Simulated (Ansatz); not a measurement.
Consider the ligand exchange at the Si–S bond: `C[SiH2]S[SiH2][GaH2]` + `CNC` → `C[SiH2]N(C)C` + `S[SiH2][GaH2]`.

Gas-phase electronic energies from Ansatz, PBE0-D4/def2-TZVP geometries. CCSD(T)/CBS is the MP2 limit (def2-TZVPP, def2-QZVPP) plus CCSD(T) − MP2 in def2-TZVPP, frozen cores. DFT in def2-TZVPP. For Ga outer-core shells are correlated without core-valence functions, which leaves a few kJ/mol of doubt a bond. Scalar relativity is left out up to krypton. One conformer a species, not always the lowest.

`C[SiH2]S[SiH2][GaH2]`:

Cartesian coordinates in Å:
```
C 0.946 0.032 1.268
Si 1.727 0.551 -0.357
S 0.805 -0.394 -2.032
Si -1.259 0.052 -1.596
Ga -1.839 -0.834 0.577
H 0.005 0.566 1.451
H 1.597 0.293 2.107
H 0.792 -1.051 1.302
H 3.149 0.127 -0.402
H 1.652 2.031 -0.473
H -1.483 1.520 -1.719
H -2.015 -0.613 -2.693
H -2.518 0.065 1.676
H -1.560 -2.347 0.892
```

`CNC`:

Z-matrix (Å, degrees):
```
C
N 1 1.445
H 1 1.094 2 109.4
H 1 1.092 2 110.0 3 117.9
H 1 1.104 2 114.0 3 -120.2
C 2 1.445 1 112.8 3 65.3
H 2 1.011 1 109.8 3 -171.9
H 6 1.104 2 114.0 1 54.9
H 6 1.094 2 109.4 1 -65.3
H 6 1.092 2 110.0 1 176.8
```

`C[SiH2]N(C)C`:

Cartesian coordinates in Å:
```
C -0.114 2.239 0.609
Si -0.371 0.922 -0.688
N -0.109 -0.649 -0.029
C -0.664 -1.814 -0.674
C 1.055 -0.946 0.767
H 0.929 2.302 0.927
H -0.388 3.213 0.196
H -0.734 2.053 1.489
H 0.519 1.249 -1.850
H -1.770 0.927 -1.197
H -0.942 -2.570 0.071
H -1.565 -1.548 -1.231
H 0.040 -2.287 -1.376
H 1.413 -0.051 1.280
H 0.814 -1.691 1.536
H 1.888 -1.349 0.169
```

`S[SiH2][GaH2]`:

Z-matrix (Å, degrees):
```
Si
Ga 1 2.400
S 1 2.165 2 100.7
H 1 1.486 2 115.4 3 110.2
H 1 1.490 2 117.4 3 -120.5
H 2 1.574 1 117.7 3 69.5
H 2 1.570 1 122.5 3 -102.5
H 3 1.344 1 95.0 2 -58.5
```

CCSD(T)/CBS gives +6.4 kcal/mol.

(1) Another level gave +7.5 kcal/mol. Which?
A. PBE-D4/def2-TZVPP
B. B2PLYP/def2-TZVPP
C. HF/def2-TZVPP
D. ωB97X-V/def2-TZVPP

Largest T1 diagnostic among the species: 0.013.

Results:

(1) A. PBE-D4 7.5, HF/def2-TZVPP 1.9, ωB97X-V 5.5, B2PLYP 4.2 kcal/mol.

The D4 term adds +2.2 kcal/mol with B3LYP and +1.2 kcal/mol with PBE0; it sums over pairs of atoms, weighted by their polarisabilities, and B3LYP, whose exchange is more repulsive, gets the larger term. Leaving LDA and LC-ωPBE aside and taking each functional with its dispersion term where it has one, the values, not all of them listed here, spread over 3.3 kcal/mol, from CAM-B3LYP-D4 to PBE0-D4.

B3LYP here is the variant with VWN-RPA as its local correlation; programs differ in this.
